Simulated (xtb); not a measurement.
C3F5, doublet, geometry from GFN2-xTB; GFN1-xTB with ALPB(thf) (xtb 6.7.1).

Here is a job for xtb.
```
$ xtb mol.xyz --gfn 1 --uhf 1 --alpb thf --json

# file mol.xyz
8

F      2.08823266    -0.84310013     1.48714242
C      1.34967774    -0.21136558     0.60608940
F      2.10820213     0.63648515    -0.08184707
C      0.07347268    -0.39191493     0.43848846
C     -1.08282283     0.04051778    -0.34952189
F     -1.28492352     1.36519252    -0.24993221
F     -2.21267400    -0.55444525     0.03690842
F     -0.92572232    -0.22895712    -1.65564220
```

**Question.** Write the output that xtb gives for this input, abridged.

**Answer.** 
```
   ID    Z sym.   atoms
    1    9 F      1, 3, 6-8
    2    6 C      2, 4, 5

           -------------------------------------------------
          |                Calculation Setup                |
           -------------------------------------------------

           -------------------------------------------------
          |                 G F N 1 - x T B                 |
           -------------------------------------------------

      * Solvation model:               ALPB
        Solvent                        thf
        Parameter file                 internal GFN1-xTB/ALPB
        Dielectric constant                7.6000E+00
        Reference state                gsolv [1 M gas/solution]
        Free energy shift                  6.2343E-03 Eh       3.9121E+00 kcal/mol
        Temperature                        2.9815E+02 K
        Density                            8.8300E-01 kg/L
        Solvent mass                       7.2106E+01 g/mol
        Interaction kernel             P16
        Born radius scaling (c1)           1.7918E+00
        Born radii integrator          GBOBC
        Born offset                        0.0000E+00 a0       0.0000E+00 AA
        H-bond correction              true
        Ion screening                  false
        Surface tension                    1.0000E-05 Eh       1.5569E+01 dyn/cm
        Grid points                               230 per atom

          ...................................................
          :                      SETUP                      :
          :.................................................:
          :  # basis functions                  32          :
          :  # atomic orbitals                  32          :
          :  # shells                           16          :
          :  # electrons                        47          :
          :  # halogen bonds                     0          :
          :  max. iterations                   250          :
          :  Hamiltonian                  GFN1-xTB          :
          :  restarted?                      false          :
          :  GBSA solvation                   true          :
          :  PC potential                    false          :
          :  electronic temp.          300.0000000     K    :
          :  accuracy                    1.0000000          :
          :  -> integral cutoff          0.2500000E+02      :
          :  -> integral neglect         0.1000000E-07      :
[...]
         :: total energy             -31.930975447435 Eh    ::
[...]
        28                         -0.0012863              -0.0350
        29                          0.0054667               0.1488
        30                          0.0297238               0.8088
        31                          0.1946021               5.2954
        32                          0.6605324              17.9740
      -------------------------------------------------------------
                  HL-Gap            0.1649828 Eh            4.4894 eV
             Fermi-level           -0.4343546 Eh          -11.8194 eV

  Mulliken/CM5 charges         n(s)   n(p)   n(d)
     1F    -0.19526 -0.21710   1.813  5.383  0.000
     2C     0.50259  0.54240   0.984  2.513  0.000
     3F    -0.20013 -0.22114   1.824  5.377  0.000
     4C    -0.06990 -0.06173   1.126  2.944  0.000
     5C     0.66838  0.72484   0.993  2.338  0.000
     6F    -0.23591 -0.25633   1.819  5.417  0.000
     7F    -0.23366 -0.25439   1.813  5.421  0.000
     8F    -0.23611 -0.25656   1.818  5.418  0.000

Wiberg/Mayer (AO) data.
largest (>0.10) Wiberg bond orders for each atom

 ---------------------------------------------------------------------------
     #   Z sym  total        # sym  WBO       # sym  WBO       # sym  WBO
 ---------------------------------------------------------------------------
     1   9 F    1.154 --     2 C    0.986     4 C    0.102
     2   6 C    3.815 --     4 C    1.837     1 F    0.986     3 F    0.951
     3   9 F    1.146 --     2 C    0.951     4 C    0.135
     4   6 C    3.197 --     2 C    1.837     5 C    1.002     3 F    0.135
                             1 F    0.102
     5   6 C    3.787 --     4 C    1.002     7 F    0.932     8 F    0.916
                             6 F    0.915
     6   9 F    1.070 --     5 C    0.915
     7   9 F    1.067 --     5 C    0.932
     8   9 F    1.069 --     5 C    0.916
 ---------------------------------------------------------------------------

Topologies differ in total number of bonds
Writing topology from bond orders to xtbtopo.mol

 dipole moment from electron density (au)
     X       Y       Z
   0.3705  -0.2258   0.3445  total (Debye):    1.408

           -------------------------------------------------
          | TOTAL ENERGY              -31.930975447435 Eh   |
          | GRADIENT NORM               0.008901952889 Eh/α |
          | HOMO-LUMO GAP               4.489410815958 eV   |
           -------------------------------------------------

normal termination of xtb
```
